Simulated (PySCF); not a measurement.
ZnI2, SMILES [I][Zn][I]. Atoms are numbered in the order given.

```xyz
3

Zn     0.0000     0.0000     0.0000
I      0.0000     0.0000    -2.4329
I      0.0000     0.0000     2.4329
```

The structure is a stationary point at PBE-D3(BJ)/def2-SVP. The isomer is the one that the SMILES or the coordinates give; other isomers of the formula were not compared. The def2 effective core potentials stand for the cores of I; spin–orbit coupling is left out.

All values below come from PySCF with M06-2X/def2-TZVPD.

Mulliken values depend strongly on the basis, most of all with diffuse functions as here. ESP charges are fitted to the potential on shells at 1.4 to 2.0 van der Waals radii. Atomic charges (e):

| atom | ESP fit | Mulliken |
|---|---|---|
| Zn1 | 0.50 | 0.40 |
| I2 | -0.25 | -0.20 |
| I3 | -0.25 | -0.20 |
